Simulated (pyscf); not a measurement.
H₂C=C=CH–F (SMILES C=C=CF) → :HC–CH=CH–F (SMILES [CH]C=CF) [singlet], a hydrogen shift (singlet surface; C–H broken, C–H formed). Optimised with ωB97X-D3(BJ)/def2-SVP in PySCF. MP2 and CC: frozen core, UHF for open shells. ΔMP2 is the change of the MP2 total energy from the triple- to the quadruple-zeta basis. Energies in kcal/mol from the reactant's lowest minimum found.

Small-basis levels: PySCF, no dispersion term, spherical d functions. AM1 to PM7: differences of heats of formation from MOPAC, which are fitted to 298 K values and so differ in kind from electronic energies by zero-point and thermal terms. Cost: rough CPU time at the saddle relative to B3LYP/6-31G*, from one job on a shared machine.

| level | barrier | reaction energy | cost |
|---|---|---|---|
| HF/STO-3G | 87.8 | +49.6 | 0.05 |
| BP86/6-31G* | 71.7 | +52.7 | 1 |
| B3LYP/STO-3G | 91.3 | +62.3 | 0.5 |
| B3LYP/3-21G | 83.1 | +56.5 | 0.7 |
| B3LYP/LANL2DZ | 80.5 | +56.6 | 0.9 |
| B3LYP/6-311+G** | 70.8 | +50.9 | 1 |
| PM3 | 81.2 | +61.2 | under 0.02 |
| CCSD(T)/def2-TZVPP + ΔMP2(QZVPP) | 71.4 | +50.8 | – |

Against the last row the barrier runs from -0.6 (B3LYP/6-311+G**) to +19.9 kcal/mol (B3LYP/STO-3G). CCSD(T)/def2-TZVPP + ΔMP2(QZVPP) has limits of its own. On the product side the descent ends in a point that may be a rotor saddle (no frequency run), 5.7 kcal/mol over the lowest minimum found and 14.8 kcal/mol under the saddle at ωB97X-D3(BJ)/def2-TZVP. One saddle was located; it need not be the lowest between these sides. A restricted singlet here is unstable towards spin polarisation, as is usual where a triplet lies low; its energy is less safe. The CCSD(T) − MP2 part came from Ansatz, without density fitting, on the same reference.
